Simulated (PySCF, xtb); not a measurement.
CH7ClOSi3, SMILES O[Si@H]1[SiH2]C[Si@@H]1Cl. The values are those of a single conformer.

Harmonic wavenumbers (cm⁻¹) from GFN2-xTB run with xtb at its own minimum, in rising order: 43, 93, 132, 150, 178, 245, 308, 353, 376, 401, 444, 482, 503, 570, 596, 620, 649, 689, 693, 716, 762, 807, 865, 958, 1108, 1470, 2121, 2165, 2185, 2202, 2983, 2999, 3657.

Q: What does PBE-D3(BJ)/def2-SVP in PySCF give at its own minimum? (An estimate is asked for; the answer gives what the named calculation found.)

A: 64, 70, 133, 160, 194, 212, 324, 374, 421, 445, 488, 543, 553, 615, 639, 661, 670, 740, 768, 777, 803, 880, 890, 919, 958, 1306, 2126, 2135, 2146, 2165, 2983, 3073, 3743. Paired by order, the mean absolute difference is 45 cm⁻¹ and the zero-point energies are 46.5 and 47.1 kcal/mol.
